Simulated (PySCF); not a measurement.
PySCF input file for disilanylformaldehyde (CH6OSi2), SMILES C(=O)[SiH2][SiH3], TDA-M06-2X/def2-SVPD. Geometry optimised at B3LYP-D3(BJ)/def2-SVP. One conformer was computed; it need not be the lowest.

```python
import numpy as np
from pyscf import gto, scf, dft, tdscf

mol = gto.M(
    atom='''
    O     2.33272320    0.38685440   -0.25456800
    C     1.58650437    0.08214485    0.64617738
    Si   -0.05608130   -0.89588244    0.31291865
    Si   -1.64122899    0.64834915   -0.48796012
    H     1.81905387    0.39586645    1.70510363
    H    -0.53116363   -1.52397816    1.58268646
    H     0.22119309   -1.94624145   -0.70668486
    H    -2.93696373   -0.03436524   -0.77396197
    H    -1.12431838    1.27865697   -1.73617146
    H    -1.86626875    1.70782341    0.53908868
    ''',
    basis='def2-SVPD',
    charge=0,
    spin=0,
    max_memory=1600,
    verbose=4,
)
mf = dft.RKS(mol, xc='m06-2x').density_fit(auxbasis='def2-universal-jkfit')
mf.grids.level = 4
mf.conv_tol = 1e-9
mf.max_cycle = 100
mf.kernel()
mf.grids = dft.Grids(mol).set(level=2).build(with_non0tab=True)  # coarser grid for the response kernel
td = tdscf.TDA(mf)
td.singlet = True
td.nstates = 10
td.conv_tol = 1e-4
td.positive_eig_threshold = 1e-6
td.kernel(x0=td.get_init_guess(mf, 15))
td.analyze()
tt = tdscf.TDA(mf)
tt.singlet = False
tt.nstates = 4
tt.conv_tol = 1e-4
tt.positive_eig_threshold = 1e-6
tt.kernel(x0=tt.get_init_guess(mf, 9))
tt.analyze(verbose=3)
```

Output:

```
PySCF version 2.14.0

[INPUT] verbose = 4
[INPUT] num. atoms = 10
[INPUT] num. electrons = 48
[INPUT] charge = 0
[INPUT] spin (= nelec alpha-beta = 2S) = 0
[INPUT] symmetry False subgroup None
[INPUT] Mole.unit = angstrom
[INPUT] Symbol           X                Y                Z      unit          X                Y                Z       unit  Magmom
[INPUT]  1 O      2.332723200000   0.386854400000  -0.254568000000 AA    4.408207972419   0.731048866083  -0.481063800078 Bohr   0.0
[INPUT]  2 C      1.586504370000   0.082144850000   0.646177380000 AA    2.998058754726   0.155231269043   1.221098276089 Bohr   0.0
[INPUT]  3 Si    -0.056081300000  -0.895882440000   0.312918650000 AA   -0.105978297710  -1.692972451407   0.591330547769 Bohr   0.0
[INPUT]  4 Si    -1.641228990000   0.648349150000  -0.487960120000 AA   -3.101473298797   1.225202326595  -0.922110986510 Bohr   0.0
[INPUT]  5 H      1.819053870000   0.395866450000   1.705103630000 AA    3.437513620130   0.748079172404   3.222178874702 Bohr   0.0
[INPUT]  6 H     -0.531163630000  -1.523978160000   1.582686460000 AA   -1.003753788030  -2.879901342219   2.990843950457 Bohr   0.0
[INPUT]  7 H      0.221193090000  -1.946241450000  -0.706684860000 AA    0.417994360746  -3.677863312776  -1.335440841777 Bohr   0.0
[INPUT]  8 H     -2.936963730000  -0.034365240000  -0.773961970000 AA   -5.550057087481  -0.064940891805  -1.462576154129 Bohr   0.0
[INPUT]  9 H     -1.124318380000   1.278656970000  -1.736171460000 AA   -2.124653815015   2.416311480566  -3.280888564686 Bohr   0.0
[INPUT] 10 H     -1.866268750000   1.707823410000   0.539088680000 AA   -3.526736812334   3.227318514021   1.018729962053 Bohr   0.0

nuclear repulsion = 195.185774942638
number of shells = 61
number of NR pGTOs = 207
number of NR cGTOs = 139
basis = def2-SVPD
ecp = {}


******** <class 'pyscf.df.df_jk.DFRKS'> ********
method = DFRKS
initial guess = minao
damping factor = 0
level_shift factor = 0
DIIS = <class 'pyscf.scf.diis.CDIIS'>
diis_start_cycle = 1
diis_space = 8
diis_damp = 0
SCF conv_tol = 1e-09
SCF conv_tol_grad = None
SCF max_cycles = 100
direct_scf = False
XC library pyscf.dft.libxc version 7.1.2
    S. Lehtola, C. Steigemann, M. J. T. Oliveira, and M. A. L. Marques,  SoftwareX 7, 1–5 (2018)
XC functionals = m06-2x
    Y. Zhao and D. G. Truhlar,  Theor. Chem. Acc. 120, 215 (2008)
    Y. Zhao and D. G. Truhlar,  Theor. Chem. Acc. 120, 215 (2008)
radial grids:
    Treutler-Ahlrichs [JCP 102, 346 (1995); DOI:10.1063/1.469408] (M4) radial grids

becke partition: Becke, JCP 88, 2547 (1988); DOI:10.1063/1.454033
pruning grids: <function nwchem_prune>
grids dens level: 4
symmetrized grids: False
atomic radii adjust function: <function treutler_atomic_radii_adjust>
small_rho_cutoff = 0
Set gradient conv threshold to 3.16228e-05
Initial guess from minao.
tot grids = 208952
******** <class 'pyscf.df.df.DF'> ********
auxbasis = def2-universal-jkfit
init E= -695.54571827034
  HOMO = -0.276630473022826  LUMO = -0.108292766820341  gap/eV = 4.58070
cycle= 1 E= -695.418299067304  delta_E= 0.127  |g|= 0.689  |ddm|= 3.28
  HOMO = -0.213962588730484  LUMO = -0.0306288717050536  gap/eV = 4.98876
cycle= 2 E= -695.215876750605  delta_E= 0.202  |g|= 1.27  |ddm|=  1.5
  HOMO = -0.312404161102948  LUMO = -0.0422290104938079  gap/eV = 7.35184
cycle= 3 E= -695.530216383005  delta_E= -0.314  |g|= 0.0381  |ddm|= 1.01
  HOMO = -0.308810844777707  LUMO = -0.0302189838130014  gap/eV = 7.58087
cycle= 4 E= -695.530868828952  delta_E= -0.000652  |g|= 0.0198  |ddm|= 0.12
  HOMO = -0.312325407873937  LUMO = -0.0313473245637899  gap/eV = 7.64580
cycle= 5 E= -695.530989838048  delta_E= -0.000121  |g|= 0.00623  |ddm|= 0.0388
  HOMO = -0.312173532457052  LUMO = -0.030676522342048  gap/eV = 7.65992
cycle= 6 E= -695.531003410851  delta_E= -1.36e-05  |g|= 0.00153  |ddm|= 0.015
  HOMO = -0.312533759627227  LUMO = -0.0309144674651778  gap/eV = 7.66325
cycle= 7 E= -695.531004281924  delta_E= -8.71e-07  |g|= 0.000371  |ddm|= 0.00404
  HOMO = -0.312492172701032  LUMO = -0.0308463379700425  gap/eV = 7.66397
cycle= 8 E= -695.531004330943  delta_E= -4.9e-08  |g|= 0.000115  |ddm|= 0.000681
  HOMO = -0.312508598333978  LUMO = -0.0308566242470647  gap/eV = 7.66414
cycle= 9 E= -695.531004336574  delta_E= -5.63e-09  |g|= 3.2e-05  |ddm|= 0.000225
  HOMO = -0.312508124269911  LUMO = -0.0308536006245701  gap/eV = 7.66421
cycle= 10 E= -695.531004337441  delta_E= -8.67e-10  |g|= 1.18e-05  |ddm|= 9.36e-05
  HOMO = -0.312508976038127  LUMO = -0.0308544088367908  gap/eV = 7.66421
Extra cycle  E= -695.531004337653  delta_E= -2.12e-10  |g|= 7.58e-06  |ddm|= 4.01e-05
converged SCF energy = -695.531004337653
tot grids = 78504
Overwritten attributes  positive_eig_threshold  of <class 'pyscf.tdscf.rks.TDA'>


******** <class 'pyscf.tdscf.rks.TDA'> for <class 'pyscf.df.df_jk.DFRKS'> ********
nstates = 10 singlet
deg_eia_thresh = 1.000e-03
wfnsym = None
conv_tol = 0.0001
eigh lindep = 1e-12
eigh level_shift = 0
eigh max_cycle = 100


Excitation energies (eV)
[3.00115466 6.26819193 6.46177545 6.73836564 7.17903956 7.23921918
 7.43173696 7.47962767 7.55191548 7.7980344 ]

** Singlet excitation energies and oscillator strengths **
Excited State   1:      3.00115 eV    413.12 nm  f=0.0036
      23 -> 25        0.13212
      24 -> 25       -0.65963
      24 -> 29        0.10027
Excited State   2:      6.26819 eV    197.80 nm  f=0.0466
      23 -> 25       -0.57180
      24 -> 25       -0.11001
      24 -> 26       -0.34589
      24 -> 28        0.11784
Excited State   3:      6.46178 eV    191.87 nm  f=0.1579
      23 -> 25        0.32349
      24 -> 26       -0.51894
      24 -> 27        0.17777
      24 -> 28        0.21257
Excited State   4:      6.73837 eV    184.00 nm  f=0.0083
      24 -> 26        0.20922
      24 -> 28        0.55010
      24 -> 29       -0.25257
      24 -> 30       -0.10489
      24 -> 31       -0.21721
Excited State   5:      7.17904 eV    172.70 nm  f=0.0427
      24 -> 25        0.10409
      24 -> 26        0.18764
      24 -> 27        0.19026
      24 -> 28        0.21104
      24 -> 29        0.48479
      24 -> 30        0.27480
      24 -> 34       -0.16231
Excited State   6:      7.23922 eV    171.27 nm  f=0.0733
      23 -> 26        0.32905
      23 -> 27        0.13887
      23 -> 29       -0.10397
      24 -> 27        0.52919
      24 -> 29       -0.15157
Excited State   7:      7.43174 eV    166.83 nm  f=0.0214
      20 -> 25       -0.17789
      22 -> 25       -0.48921
      23 -> 26        0.17067
      23 -> 28       -0.27775
      24 -> 29        0.11920
      24 -> 30       -0.21921
      24 -> 31       -0.12672
Excited State   8:      7.47963 eV    165.76 nm  f=0.2284
      23 -> 25        0.14245
      23 -> 26        0.47990
      24 -> 27       -0.29101
      24 -> 30        0.25629
      24 -> 31        0.10661
Excited State   9:      7.55192 eV    164.18 nm  f=0.0591
      20 -> 25       -0.10999
      22 -> 25       -0.31299
      23 -> 26       -0.13275
      23 -> 30        0.10640
      24 -> 27        0.12283
      24 -> 29       -0.27994
      24 -> 30        0.45815
Excited State  10:      7.79803 eV    158.99 nm  f=0.0092
      18 -> 25        0.10962
      22 -> 25       -0.16273
      23 -> 28        0.16147
      23 -> 29       -0.20947
      23 -> 31        0.11960
      24 -> 28        0.15609
      24 -> 30       -0.14800
      24 -> 31        0.49970

** Transition electric dipole moments (AU) **
state          X           Y           Z        Dip. S.      Osc.
  1         0.1880     -0.0990      0.0651      0.0494      0.0036
  2         0.4684     -0.2551      0.1387      0.3037      0.0466
  3        -0.9020     -0.1937     -0.3826      0.9976      0.1579
  4         0.0300      0.1729      0.1397      0.0503      0.0083
  5        -0.4137      0.1108     -0.2441      0.2430      0.0427
  6         0.4966      0.4074      0.0313      0.4136      0.0733
  7        -0.1179      0.2403     -0.2141      0.1175      0.0214
  8        -0.9687      0.2845     -0.4766      1.2465      0.2284
  9         0.4464     -0.1102      0.3285      0.3193      0.0591
 10        -0.1952      0.0810     -0.0609      0.0484      0.0092

** Transition velocity dipole moments (imaginary part, AU) **
state          X           Y           Z        Dip. S.      Osc.
  1        -0.0027      0.0168      0.0015      0.0003      0.0018
  2         0.0578     -0.0625      0.0304      0.0082      0.0237
  3        -0.1330      0.0061     -0.0710      0.0228      0.0639
  4         0.0076      0.0286      0.0193      0.0012      0.0034
  5        -0.1170      0.0134     -0.0557      0.0170      0.0429
  6         0.0851      0.0673      0.0026      0.0118      0.0295
  7        -0.0387      0.0390     -0.0237      0.0036      0.0087
  8        -0.2294      0.0485     -0.1135      0.0679      0.1646
  9         0.1079     -0.0372      0.0504      0.0156      0.0374
 10        -0.0537     -0.0039     -0.0500      0.0054      0.0126

** Transition magnetic dipole moments (imaginary part, AU) **
state          X           Y           Z
  1         0.7239      0.2562     -0.9448
  2        -0.1567      0.0061     -0.1204
  3        -0.1675      0.4701      0.1464
  4         0.0117      0.2257      0.0671
  5         0.0013      0.1095     -0.1215
  6         0.0037     -0.0865     -0.2266
  7        -0.2319      0.2598      0.1017
  8        -0.2034      0.2289      0.9700
  9         0.4309     -0.1182     -0.4298
 10         0.2539      0.1853      0.2106


******** <class 'pyscf.tdscf.rks.TDA'> for <class 'pyscf.df.df_jk.DFRKS'> ********
nstates = 4 triplet
deg_eia_thresh = 1.000e-03
wfnsym = None
conv_tol = 0.0001
eigh lindep = 1e-12
eigh level_shift = 0
eigh max_cycle = 100


Excitation energies (eV)
[2.4454669  5.39451459 5.94014121 6.29235698]

** Triplet excitation energies and oscillator strengths **
Excited State   1:      2.44547 eV    507.00 nm  f=0.0000
Excited State   2:      5.39451 eV    229.83 nm  f=0.0000
Excited State   3:      5.94014 eV    208.72 nm  f=0.0000
Excited State   4:      6.29236 eV    197.04 nm  f=0.0000
```

The run converged.

Cost: about 9 core-minutes (a rough figure).
